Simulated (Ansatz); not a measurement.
Mulliken charges of `C=[N][Ga]([Cl])[Cl]` from ωB97M-V/def2-TZVPP in Ansatz (PBE0-D4/def2-TZVP geometry).

```csv
atom,x (Å),y (Å),z (Å),charge (e)
C1,0.233,0.417,1.364,-0.052
N2,-0.344,-0.536,0.769,-0.290
Ga3,-0.310,-0.534,-1.091,0.582
Cl4,-1.239,-2.070,-2.212,-0.211
Cl5,0.674,1.030,-2.169,-0.239
H6,0.228,0.440,2.461,0.111
H7,0.757,1.253,0.878,0.100
```

By hand: the dipole of these point charges (1 e Å = 4.8032 D).

Σ q r = (0.109, 0.188, 0.417) e Å, of length 0.470 e Å = 2.26 D.

How does the dipole of the full density compare? (Estimate.)

Computed: (0.154, 0.260, 0.340) e Å, 2.18 D; the point charges give 1.04 times that, at 14° from its direction.

Point charges leave out the atoms' own dipoles, such as those of lone pairs, and Mulliken's split depends on the basis, so the close match here is no proof of good charges.
